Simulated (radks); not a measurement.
Values are calculated unless marked as measured or tabulated.
Tc3+, 40 electrons, occupied as [Kr] 4d4 (the NIST ground configuration).

Code: a radial shooting solver on a logarithmic mesh with Libxc functionals. Model: scalar-relativistic Kohn-Sham, LB94 model potential, spin-polarised, spherical densities, finite nucleus; open shells are filled with parallel spins first (spin-orbit coupling, left out, can overturn this in heavy ions); Fermi nuclear charge, rms radius 4.4112 fm.

Energy parts (hartree):
kinetic: 4439.05463
electron-nucleus: -10298.37529
Hartree: 1703.28510
(The LB94 potential has no energy functional, so no total or exchange-correlation energy is given.)

Orbitals (lengths in bohr, moments of r in powers of bohr; r(90%) holds 90 % of the orbital's charge):
1s down: occ. 1; eigenvalue (hartree) -772.6114; r(90%) 0.0613
1s up: occ. 1; eigenvalue (hartree) -772.6106; r(90%) 0.0613
2s up: occ. 1; eigenvalue (hartree) -111.9052; r(90%) 0.230
2s down: occ. 1; eigenvalue (hartree) -111.9023; r(90%) 0.230
2p up: occ. 3; eigenvalue (hartree) -100.4671; r(90%) 0.211
2p down: occ. 3; eigenvalue (hartree) -100.4664; r(90%) 0.211
3s up: occ. 1; eigenvalue (hartree) -20.81094; r(90%) 0.612
3s down: occ. 1; eigenvalue (hartree) -20.80149; r(90%) 0.613
3p up: occ. 3; eigenvalue (hartree) -17.04236; r(90%) 0.627
3p down: occ. 3; eigenvalue (hartree) -17.03315; r(90%) 0.627
3d up: occ. 5; eigenvalue (hartree) -10.92621; r(90%) 0.632
3d down: occ. 5; eigenvalue (hartree) -10.91485; r(90%) 0.633
4s up: occ. 1; eigenvalue (hartree) -4.09898; r(90%) 1.53
4s down: occ. 1; eigenvalue (hartree) -4.08939; r(90%) 1.52
4p up: occ. 3; eigenvalue (hartree) -3.06114; r(90%) 1.71
4p down: occ. 3; eigenvalue (hartree) -3.04459; r(90%) 1.71
4d up: occ. 4; eigenvalue (hartree) -1.59461; r(90%) 2.33
4d down: occ. 0; eigenvalue (hartree) -1.57076; r(90%) 2.34

The highest occupied level is 4d up at -43.392 eV. Spin moment in Bohr magnetons: 4. The density falls to 0.001 e/bohr^3 at r = 3.24 bohr. Summed over all electrons, <r^2> = 26.08 bohr^2, which gives a Langevin (diamagnetic) susceptibility term of -20.7 x 10^-6 cm^3/mol. The electron density at the nucleus is 1.022e+05 e/bohr^3 (large components only).
